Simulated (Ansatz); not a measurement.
Basis sets compared for the cluster Li7Al3⁺. The state is a doublet with charge 1. Geometry PBE0-D4/def2-SVP. Ansatz on 4 threads of Arm Neoverse V1 on a shared host; times are rough, and most runs start from earlier orbitals.

Cartesian coordinates in Å:
```
Li 1.1237 -4.4008 -0.6979
Li 2.0239 0.4487 1.0015
Li -0.8744 -0.3147 2.0520
Li -1.4477 -2.2679 -1.1004
Li -1.9885 2.4286 -0.9797
Li -0.7662 4.8439 1.2005
Li 1.4814 -1.3193 -2.1461
Al -0.2081 0.2448 -0.5079
Al -0.1199 2.3268 0.8868
Al 0.7757 -1.9902 0.2911
```

Another isomer (doublet) lies 0.25 eV lower at PBE0-D4/def2-TZVP; other spin states weren't run for this one.

```tsv
level	functions	energy (Eh)	HOMO (eV)	LUMO (eV)	wall time
PBE-D4/def2-SVP	117	-779.0209	-5.73	-5.20	5 s
PBE0-D4/def2-SVP	117	-779.1137	-6.25	-4.56	11 s
```

(1) Estimate the rows for PBE-D4/def2-TZVP (with forces), PBE0-D4/def2-TZVP.

## Answers

(1) 
| level | functions | energy (Eh) | HOMO (eV) | LUMO (eV) | wall time |
| --- | --- | --- | --- | --- | --- |
| PBE-D4/def2-TZVP (with forces) | 209 | -779.3150 | -5.79 | -5.24 | 8 s |
| PBE0-D4/def2-TZVP | 209 | -779.4020 | -6.30 | -4.60 | 24 s |
